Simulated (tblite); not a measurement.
Compound: C10H8O.
Atom-mapped SMILES: `[OH:1][c:2]1[cH:3][cH:4][cH:5][c:6]2[cH:7][cH:8][cH:9][cH:10][c:11]12` (hydrogens: H12 on O1; H13 on C3; H14 on C4; H15 on C5; H16 on C7; H17 on C8; H18 on C9; H19 on C10)

Computed with GFN2-xTB (tblite), gas phase: L-BFGS steps from a force-field or distance-geometry start until the largest atomic force falls under 0.01 eV/Å.

Step 6: E = -803.9833 eV
```
atom  x, y, z in Å  |  force x, y, z in eV/Å
O1      2.0210    1.9362   -0.7525    0.038   0.052   0.061
C2      1.5020    0.7098   -0.4685   -0.012   0.070  -0.058
C3      2.3596   -0.3610   -0.5325    0.051   0.011   0.059
C4      1.9217   -1.6488   -0.2198    0.027  -0.007  -0.056
C5      0.6233   -1.8655    0.1403    0.018  -0.060   0.060
C6     -0.2925   -0.7987    0.1916   -0.008   0.019  -0.017
C7     -1.6364   -1.0089    0.5579   -0.044  -0.082  -0.027
C8     -2.5348    0.0164    0.5843    0.000   0.018   0.038
C9     -2.1201    1.3107    0.2471   -0.063   0.012   0.007
C10    -0.8215    1.5562   -0.1005    0.012   0.063   0.003
C11     0.1343    0.5173   -0.1333   -0.009   0.016   0.060
H12     1.4394    2.6349   -0.4334   -0.110  -0.007  -0.081
H13     3.3867   -0.1783   -0.7993    0.056   0.008  -0.030
H14     2.6255   -2.4647   -0.2572    0.025  -0.046  -0.017
H15     0.2853   -2.8556    0.4003   -0.051  -0.061   0.009
H16    -1.9482   -2.0103    0.8082   -0.007  -0.091   0.023
H17    -3.5619   -0.1610    0.8648   -0.019   0.012  -0.003
H18    -2.8429    2.1114    0.2648    0.005   0.076  -0.023
H19    -0.5503    2.5691   -0.3697    0.092  -0.002  -0.008
```

Step 7: E = -803.9858 eV
```
atom  x, y, z in Å  |  force x, y, z in eV/Å
O1      2.0195    1.9390   -0.7476    0.064   0.045   0.037
C2      1.5006    0.7126   -0.4676    0.010   0.023  -0.029
C3      2.3572   -0.3586   -0.5306    0.089  -0.066   0.036
C4      1.9190   -1.6491   -0.2212    0.087   0.003  -0.043
C5      0.6217   -1.8679    0.1413    0.024  -0.061   0.045
C6     -0.2922   -0.7991    0.1911   -0.038  -0.029   0.015
C7     -1.6365   -1.0110    0.5575    0.009  -0.078  -0.032
C8     -2.5322    0.0154    0.5846   -0.055   0.093   0.024
C9     -2.1176    1.3110    0.2459   -0.052  -0.030   0.024
C10    -0.8187    1.5564   -0.1005   -0.055   0.045   0.026
C11     0.1345    0.5171   -0.1307    0.009   0.004   0.028
H12     1.4327    2.6374   -0.4396   -0.124   0.010  -0.066
H13     3.3848   -0.1762   -0.8000    0.025  -0.003  -0.015
H14     2.6250   -2.4657   -0.2576   -0.008   0.005  -0.023
H15     0.2820   -2.8592    0.4017   -0.026  -0.003  -0.009
H16    -1.9461   -2.0133    0.8078   -0.015  -0.073   0.019
H17    -3.5603   -0.1599    0.8644   -0.010   0.012  -0.003
H18    -2.8384    2.1130    0.2635   -0.017   0.073  -0.021
H19    -0.5448    2.5674   -0.3698    0.085   0.032  -0.014
```

Step 8: E = -803.9883 eV
```
atom  x, y, z in Å  |  force x, y, z in eV/Å
O1      2.0192    1.9428   -0.7417    0.048   0.025   0.029
C2      1.4998    0.7154   -0.4675    0.031  -0.018   0.019
C3      2.3562   -0.3565   -0.5279    0.094  -0.112   0.000
C4      1.9177   -1.6497   -0.2234    0.081   0.016  -0.001
C5      0.6207   -1.8709    0.1432    0.044  -0.031   0.007
C6     -0.2925   -0.8004    0.1908   -0.013  -0.042   0.032
C7     -1.6367   -1.0143    0.5563   -0.019  -0.008  -0.015
C8     -2.5305    0.0154    0.5856   -0.030   0.067  -0.002
C9     -2.1157    1.3113    0.2449   -0.104  -0.028   0.051
C10    -0.8175    1.5571   -0.0999   -0.003   0.025   0.019
C11     0.1349    0.5172   -0.1274    0.002  -0.024  -0.006
H12     1.4234    2.6398   -0.4474   -0.112   0.005  -0.063
H13     3.3838   -0.1742   -0.8010    0.001  -0.014   0.002
H14     2.6245   -2.4668   -0.2585   -0.021   0.037  -0.032
H15     0.2781   -2.8631    0.4030    0.008   0.050  -0.027
H16    -1.9445   -2.0180    0.8079   -0.020  -0.030   0.006
H17    -3.5590   -0.1585    0.8639   -0.018   0.012   0.004
H18    -2.8344    2.1162    0.2618   -0.020   0.039  -0.016
H19    -0.5374    2.5664   -0.3702    0.050   0.032  -0.006
```

Step 9: E = -803.9899 eV
```
atom  x, y, z in Å  |  force x, y, z in eV/Å
O1      2.0198    1.9459   -0.7373    0.011  -0.009   0.035
C2      1.5001    0.7167   -0.4674    0.044  -0.049   0.053
C3      2.3572   -0.3564   -0.5261    0.052  -0.063  -0.026
C4      1.9179   -1.6501   -0.2247    0.062   0.004   0.030
C5      0.6214   -1.8729    0.1446    0.022   0.009  -0.016
C6     -0.2927   -0.8019    0.1911   -0.010  -0.037   0.039
C7     -1.6379   -1.0166    0.5553    0.003   0.028  -0.003
C8     -2.5300    0.0158    0.5865   -0.030   0.032  -0.015
C9     -2.1165    1.3119    0.2451   -0.019  -0.002   0.034
C10    -0.8168    1.5581   -0.0991   -0.022  -0.017   0.028
C11     0.1350    0.5171   -0.1253    0.011  -0.030  -0.027
H12     1.4157    2.6408   -0.4536   -0.088  -0.010  -0.067
H13     3.3840   -0.1733   -0.8018    0.003  -0.020   0.009
H14     2.6243   -2.4674   -0.2598   -0.014   0.037  -0.035
H15     0.2757   -2.8650    0.4033    0.032   0.067  -0.034
H16    -1.9440   -2.0216    0.8083   -0.023   0.013  -0.007
H17    -3.5588   -0.1575    0.8636   -0.021   0.009   0.007
H18    -2.8325    2.1192    0.2604   -0.032   0.020  -0.009
H19    -0.5319    2.5664   -0.3705    0.017   0.019   0.004
```

**Question.** Estimate the geometry and energy of step 10. (The exact step hangs on the optimiser's Hessian estimate; all steps are aligned on step 9, rigid shifts and turns removed.)

**Answer.** E = -803.9911 eV, largest force 0.101 eV/Å
```
atom  x, y, z in Å  |  force x, y, z in eV/Å
O1      2.0204    1.9477   -0.7334   -0.025  -0.032   0.046
C2      1.5014    0.7166   -0.4665    0.026  -0.045   0.067
C3      2.3588   -0.3571   -0.5253    0.013  -0.012  -0.032
C4      1.9191   -1.6504   -0.2250    0.005   0.007   0.047
C5      0.6223   -1.8741    0.1453    0.021   0.049  -0.031
C6     -0.2929   -0.8034    0.1920    0.013  -0.005   0.023
C7     -1.6387   -1.0178    0.5545   -0.009   0.044   0.013
C8     -2.5303    0.0165    0.5869   -0.012  -0.009  -0.020
C9     -2.1171    1.3125    0.2458    0.006   0.026   0.021
C10    -0.8169    1.5585   -0.0979    0.021  -0.030   0.014
C11     0.1352    0.5165   -0.1243    0.008  -0.026  -0.026
H12     1.4088    2.6411   -0.4593   -0.058  -0.037  -0.074
H13     3.3845   -0.1731   -0.8023    0.022  -0.023   0.008
H14     2.6241   -2.4673   -0.2613    0.014   0.008  -0.035
H15     0.2747   -2.8652    0.4028    0.042   0.048  -0.030
H16    -1.9442   -2.0239    0.8084   -0.024   0.049  -0.017
H17    -3.5592   -0.1566    0.8637   -0.023   0.007   0.009
H18    -2.8320    2.1217    0.2593   -0.025  -0.005  -0.002
H19    -0.5278    2.5667   -0.3707   -0.015  -0.015   0.019
```

The energy changes by -0.0012 eV. The first-order estimate −F·Δx gives -0.0017 eV and the mean of the old and new forces, exact on a quadratic surface, -0.0012 eV. The step makes an angle of 56° with the force vector and moves no atom by more than 0.009 Å.

What follows is the cost of the whole relaxation. Time: 0.38 s wall. Hardware: Intel Xeon Platinum 8488C, one thread (shared host).
